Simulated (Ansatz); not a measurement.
Reaction (formal exchange of groups at the Si–Si bond): `C=C[SiH2][SiH](O)O` + `NC=O` → `C=C[SiH2]N` + `O=C[SiH](O)O`

Calculated with Ansatz (gas phase, PBE0-D4/def2-TZVP geometries, no zero-point term in ΔE). CCSD(T)/CBS is the MP2 limit (def2-TZVPP, def2-QZVPP) plus CCSD(T) − MP2 in def2-TZVPP, frozen cores. This one scheme is used for every species. DFT in def2-TZVPP. B3LYP here is the variant with VWN-RPA as its local correlation; programs differ in this. Each species was taken in one conformer, which may not be the lowest.

| level | ΔE (kJ/mol) | difference from CCSD(T)/CBS |
| --- | --- | --- |
| PBE-D4 | 25.3 | 36.5 |
| ωB97X-V | 2.0 | 13.2 |
| ωB97M-V | -8.4 | 2.8 |
| B2PLYP | -4.1 | 7.1 |
| PBE | 23.4 | 34.6 |
| r2SCAN | 10.2 | 21.4 |
| B3LYP | 1.7 | 12.9 |
| HF/def2-TZVPP | -15.5 | -4.3 |
| HF/def2-QZVPP | -17.3 | -6.1 |
| HF/CBS(def2) | -17.5 | -6.3 |
| CCSD(T)/CBS | -11.2 | 0 |

Largest T1 diagnostic among the species: 0.016.

From PBE to PBE0 (25 % exact exchange), in def2-TZVPP and without D4, ΔE moves by −7.4 kJ/mol. In def2-TZVPP, CCSD(T) changes the Hartree–Fock value by +7.1 kJ/mol (the triples alone add +2.9 kJ/mol) and MP2 by +5.1 kJ/mol.
